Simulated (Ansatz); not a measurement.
```tsv
atom	x (Å)	y (Å)	z (Å)
O	0.0000	0.7716	-0.6580
H	0.0000	1.4671	-0.1009
Cl	0.0000	-0.4494	0.3156
```

Basis set: def2-TZVP (spherical functions). Correlated methods keep 6 orbitals frozen. Charge 0, multiplicity 1.

Computed with Ansatz (development build ahead of 0.2.0); each method stands on the lowest determinant of its kind that the runs found. Restricted open shells among the atoms or ions are ROHF, correlated in semicanonical orbitals with singles.

(1) Give the atomization energy at this shape (free ground-state atoms in the same class of orbitals less the molecule, no zero-point energy) of singlet HClO by RHF-MP2, RHF.

Results:

(1)

| method | atomization energy |
| --- | --- |
| RHF-MP2 | 6.51 eV |
| RHF | 3.45 eV |

Caution: the shape is not the minimum.
